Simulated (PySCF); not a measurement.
C9H6.
SMILES with atom numbers: `[CH:1]#[C:2][C:3]#[C:4]/[CH:5]=[CH:6]\[C:7]#[C:8][CH3:9]` (hydrogens: H10 on C1; H11 on C5; H12 on C6; H13, H14, H15 on C9)

The closed-shell ground state was solved at several levels (PySCF, density fitting, gas phase, non-relativistic). Geometry: PBE0-D3(BJ)/def2-SVP; no solvent, vibrations or thermal averaging.

```tsv
level	basis functions	total energy (Eh)	HOMO (eV)	LUMO (eV)	gap (eV)	dipole (D)
B3LYP/pcJ-1	303	-346.3898	-6.23	-2.14	4.09	1.41
wB97X-D/pcSseg-1	183	-346.1816	-8.11	-0.40	7.71	1.39
B3LYP/def2-SVPD	228	-346.1327	-6.23	-2.15	4.08	1.39
```

Question: What might PBE0/pcSseg-1 (183 basis functions) give for the same quantities?

Answer: Total energy -345.8931 Eh, HOMO -6.45 eV, LUMO -2.01 eV, gap 4.44 eV, dipole 1.45 D.

Question: How far do the dipole and the HOMO energy spread over the levels?

Answer: The dipole runs from 1.39 to 1.45 D (mean 1.41 D) and the HOMO from -8.11 to -6.23 eV.

Note: wB97X-D ran without an empirical dispersion term, which enters the total energy and its gradient alone.
